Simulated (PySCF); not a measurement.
C3H6F2Si, SMILES F[SiH2][C@@H]1C[C@@H]1F.

The structure is a stationary point at PBE0-D3(BJ)/def2-SVP. The structure was generated by enumeration; whether it is a known compound was not checked. The values are those of a single conformer.

Level of theory: TDA-B3LYP/def2-SVPD run with PySCF.

Vertical excitations. 

```
state  energy (eV)  λ (nm)      f                            main pairs
-----  -----------  ------  -----  ------------------------------------
S1            7.35     169  0.005                        HOMO→LUMO 94 %
S2            7.53     165  0.018                      HOMO−1→LUMO 97 %
S3            7.74     160  0.001                      HOMO→LUMO+1 95 %
S4            8.01     155  0.024                    HOMO−1→LUMO+1 93 %
S5            8.19     151  0.010                      HOMO−2→LUMO 89 %
S6            8.30     149  0.031                      HOMO→LUMO+2 86 %
S7            8.37     148  0.006                      HOMO→LUMO+3 90 %
S8            8.41     148  0.004  HOMO−3→LUMO 46 %, HOMO−1→LUMO+2 44 %
S9            8.53     145  0.018  HOMO−3→LUMO 43 %, HOMO−1→LUMO+2 38 %
S10           8.55     145  0.016                      HOMO→LUMO+4 90 %
T1            7.07     175      0                        HOMO→LUMO 91 %
T2            7.26     171      0                      HOMO−1→LUMO 91 %
T3            7.58     163      0                      HOMO→LUMO+1 84 %
T4            7.78     159      0                    HOMO−1→LUMO+1 75 %
```
Triplets are in the Tamm–Dancoff approximation.
